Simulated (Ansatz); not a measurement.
Relaxation of Cl$_{2}$H$_{5}$PSn (9 atoms, charge 0, multiplicity 1), to a largest force component of 0.03 eV/Å in at most 50 steps.

The calculation used Ansatz 0.2.0, RHF/def2-SVP.

```xyz
9
Properties=species:S:1:pos:R:3
Sn -0.664 -0.101 -0.316
H 0.067 0.298 2.514
H 0.916 -0.221 0.280
Cl -0.746 1.827 -1.663
Cl -0.929 -1.915 -1.798
P -2.587 0.014 1.235
H -3.519 -0.460 0.286
H -2.326 -1.248 1.816
H -0.544 0.492 2.819
```

Problem. Where does it end, and by what steps?

Solution. It converged. The force dipped under the threshold on the way, but the program's further checks kept it going. After 18 steps the energy has fallen by 0.214 eV; H2 moved furthest, 1.20 Å.

| step | energy less start (eV) | largest force component (eV/Å) | accepted |
| --- | --- | --- | --- |
| 0 | 0.0000 | 1.378 | yes |
| 1 | -0.1274 | 0.183 | yes |
| 2 | -0.1753 | 0.264 | yes |
| 3 | -0.1969 | 0.078 | yes |
| 4 | -0.1633 | 0.409 | no |
| 5 | -0.2036 | 0.073 | yes |
| 6 | -0.2068 | 0.078 | yes |
| 7 | -0.2069 | 0.313 | yes |
| 8 | -0.2105 | 0.043 | yes |
| 9 | -0.2111 | 0.013 | yes |
| 10 | -0.2115 | 0.032 | yes |
| 11 | -0.2117 | 0.035 | yes |
| 12 | -0.2120 | 0.037 | yes |
| 13 | -0.2124 | 0.040 | yes |
| 14 | -0.2125 | 0.113 | yes |
| 15 | -0.2131 | 0.093 | yes |
| 16 | -0.2134 | 0.059 | yes |
| 17 | -0.2138 | 0.021 | yes |
| 18 | -0.2140 | 0.020 | yes |

```xyz
9
Properties=species:S:1:pos:R:3
Sn -0.772 -0.160 -0.605
H 0.530 0.428 3.611
H 0.802 -0.172 0.026
Cl -0.961 1.712 -2.012
Cl -0.959 -2.041 -2.008
P -2.665 -0.067 1.041
H -3.652 -0.343 0.070
H -2.505 -1.408 1.459
H -0.149 0.739 3.592
```

The run took 52 s on 2 threads of Intel(R) Xeon(R) Platinum 8259CL CPU @ 2.50GHz (Skylake/Cascade Lake), on a shared host, peak memory 0.27 GiB.
